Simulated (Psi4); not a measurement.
H₆Cl₂Ge₂Si, singlet, at a GFN2-xTB geometry, atoms displaced at random by about 0.03 Å a coordinate; R2SCAN/STO-3G, gradient run with Psi4.

Psi4 was given this input:
```
memory 2 GB

molecule mol {
0 1
Cl   -0.090474    2.172010    0.819308
Si   -0.034755    0.354740   -0.232150
Cl   -0.436093    0.763189   -2.144148
Ge    2.058638   -0.638999    0.019262
Ge   -1.874063   -0.999657    0.647252
H     2.858457   -0.754187   -1.264008
H     2.041180   -1.896252    0.677776
H     3.079283    0.229346    0.899822
H    -3.011512   -0.229463    1.175210
H    -2.344752   -1.915586   -0.377348
H    -1.433522   -1.843791    1.725443
symmetry c1
no_reorient
no_com
}

set {
  basis sto-3g
  reference rks
}

gradient('r2scan')
print_variables()
```

The log (banner, timings and long lists left out):

```
gradient() will perform analytic gradient computation.

   => Loading Basis Set <=

    Name: STO-3G
    Role: ORBITAL
    Keyword: BASIS

         ---------------------------------------------------------
                                   SCF
               by Justin Turney, Rob Parrish, Andy Simmonett
                          and Daniel G. A. Smith
                              RKS Reference
         ---------------------------------------------------------

  ==> Geometry <==

    Molecular point group: c1
    Full point group: C1

    Geometry (in Angstrom), charge = 0, multiplicity = 1:

       Center              X                  Y                   Z               Mass
    ------------   -----------------  -----------------  -----------------  -----------------
         CL          -0.090474000000     2.172010000000     0.819308000000    34.968852682000
         SI          -0.034755000000     0.354740000000    -0.232150000000    27.976926534650
         CL          -0.436093000000     0.763189000000    -2.144148000000    34.968852682000
         GE           2.058638000000    -0.638999000000     0.019262000000    73.921177761000
         GE          -1.874063000000    -0.999657000000     0.647252000000    73.921177761000
         H            2.858457000000    -0.754187000000    -1.264008000000     1.007825032230
         H            2.041180000000    -1.896252000000     0.677776000000     1.007825032230
         H            3.079283000000     0.229346000000     0.899822000000     1.007825032230
         H           -3.011512000000    -0.229463000000     1.175210000000     1.007825032230
         H           -2.344752000000    -1.915586000000    -0.377348000000     1.007825032230
         H           -1.433522000000    -1.843791000000     1.725443000000     1.007825032230

  Running in c1 symmetry.

  Rotational constants: A =      0.03266  B =      0.02038  C =      0.01773 [cm^-1]
  Rotational constants: A =    979.20748  B =    611.00865  C =    531.41923 [MHz]
  Nuclear repulsion =  953.735774073471362

  Charge       = 0
  Multiplicity = 1
  Electrons    = 118
  Nalpha       = 59
  Nbeta        = 59

  ==> Algorithm <==

  SCF Algorithm Type is DF.
  DIIS enabled.
  MOM disabled.
  Fractional occupation disabled.
  Guess Type is SAD.
  Energy threshold   = 1.00e-08
  Density threshold  = 1.00e-08
  Integral threshold = 1.00e-12

  ==> Primary Basis <==

  Basis Set: STO-3G
    Blend: STO-3G
    Number of shells: 37
    Number of basis functions: 69
    Number of Cartesian functions: 71
    Spherical Harmonics?: true
    Max angular momentum: 2

  ==> DFT Potential <==

   => LibXC <=

    Version 7.1.2
    S. Lehtola, C. Steigemann, M. J. T. Oliveira, and M. A. L. Marques,  SoftwareX 7, 1–5 (2018) (10.1016/j.softx.2017.11.002)

   => Composite Functional: R2SCAN <=

    r2SCAN Meta-GGA XC Functional  (0.1021/acs.jpclett.0c02405)
    J. W. Furness, A. D. Kaplan, J. Ning, J. P. Perdew, J. Sun  J. Phys. Chem. Lett.  11, 8208–8215, 2020

    Deriv               =              1
    GGA                 =           TRUE
    Meta                =           TRUE

    Exchange Hybrid     =          FALSE
    MP2 Hybrid          =          FALSE

   => Exchange Functionals <=

    1.0000   XC_MGGA_X_R2SCAN

   => Correlation Functionals <=

    1.0000   XC_MGGA_C_R2SCAN

   => LibXC Density Thresholds  <==

    XC_MGGA_C_R2SCAN:  1.00E-15
    XC_MGGA_X_R2SCAN:  1.00E-11

   => Molecular Quadrature <=

    Radial Scheme          =       TREUTLER
    Pruning Scheme         =           NONE
    Nuclear Scheme         =       TREUTLER

    Blocking Scheme        =         OCTREE
    BS radius alpha        =              1
    Pruning alpha          =              1
    Radial Points          =             75
    Spherical Points       =            302
    Total Points           =         229268
    Total Blocks           =           1772
    Max Points             =            256
[...]
  @DF-RKS Final Energy: -5306.51539824043812
    Total Energy =                      -5306.5153982404381168
[...]
         H            2.858457000000    -0.754187000000    -1.264008000000     1.007825032230
         H            2.041180000000    -1.896252000000     0.677776000000     1.007825032230
         H            3.079283000000     0.229346000000     0.899822000000     1.007825032230
         H           -3.011512000000    -0.229463000000     1.175210000000     1.007825032230
         H           -2.344752000000    -1.915586000000    -0.377348000000     1.007825032230
         H           -1.433522000000    -1.843791000000     1.725443000000     1.007825032230

  Nuclear repulsion =  953.735774073471362

  ==> Basis Set <==

  Basis Set: STO-3G
    Blend: STO-3G
    Number of shells: 37
    Number of basis functions: 69
    Number of Cartesian functions: 71
    Spherical Harmonics?: true
    Max angular momentum: 2

  ==> DFJKGrad: Density-Fitted SCF Gradients <==

    Gradient:                    1
    J tasked:                  Yes
    K tasked:                   No
    wK tasked:                  No
    Integrals threads:           1
    Schwarz Cutoff:          1E-12
    Fitting Condition:       1E-10

   => Auxiliary Basis Set <=

  Basis Set: (STO-3G AUX)
    Blend: DEF2-UNIVERSAL-JKFIT
    Number of shells: 270
    Number of basis functions: 1024
    Number of Cartesian functions: 1327
    Spherical Harmonics?: true
    Max angular momentum: 5

  ==> DFT Potential <==

   => LibXC <=

    Version 7.1.2
    S. Lehtola, C. Steigemann, M. J. T. Oliveira, and M. A. L. Marques,  SoftwareX 7, 1–5 (2018) (10.1016/j.softx.2017.11.002)

   => Composite Functional: R2SCAN <=

    r2SCAN Meta-GGA XC Functional  (0.1021/acs.jpclett.0c02405)
    J. W. Furness, A. D. Kaplan, J. Ning, J. P. Perdew, J. Sun  J. Phys. Chem. Lett.  11, 8208–8215, 2020

    Deriv               =              1
    GGA                 =           TRUE
    Meta                =           TRUE

    Exchange Hybrid     =          FALSE
    MP2 Hybrid          =          FALSE

   => Exchange Functionals <=

    1.0000   XC_MGGA_X_R2SCAN

   => Correlation Functionals <=

    1.0000   XC_MGGA_C_R2SCAN

   => LibXC Density Thresholds  <==

    XC_MGGA_C_R2SCAN:  1.00E-15
    XC_MGGA_X_R2SCAN:  1.00E-11

   => Molecular Quadrature <=

    Radial Scheme          =       TREUTLER
    Pruning Scheme         =           NONE
    Nuclear Scheme         =       TREUTLER

    Blocking Scheme        =         OCTREE
    BS radius alpha        =              1
    Pruning alpha          =              1
    Radial Points          =             75
    Spherical Points       =            302
    Total Points           =         229268
    Total Blocks           =           1772
    Max Points             =            256
    Max Functions          =             52
    Weights Tolerance      =       1.00E-15

  -Total Gradient:
     Atom            X                  Y                   Z
    ------   -----------------  -----------------  -----------------
       1       -0.001891847448    -0.010927943672    -0.005334392659
       2        0.005888443953     0.046329398787    -0.069462540337
       3        0.009920797591    -0.013287456898     0.059796312048
       4       -0.063157770429    -0.016179781045    -0.005393748159
       5        0.007492749592     0.006299446108    -0.002662662494
       6        0.026258810617    -0.001425621531    -0.031195176441
       7        0.003815179995    -0.012694124179     0.008976890124
       8        0.041024852206     0.027237576849     0.029195327836
       9       -0.024165773590     0.011752214163     0.013327182967
      10       -0.007575403791    -0.016884234551    -0.013779677117
      11        0.001523882581    -0.012634646353     0.013289833503

  Variable Map:
  ----------------------------------------------------------------------------
[...]
  Array Variable Map:
  ----------------------------------------------------------------------------
[...]
[...]
```
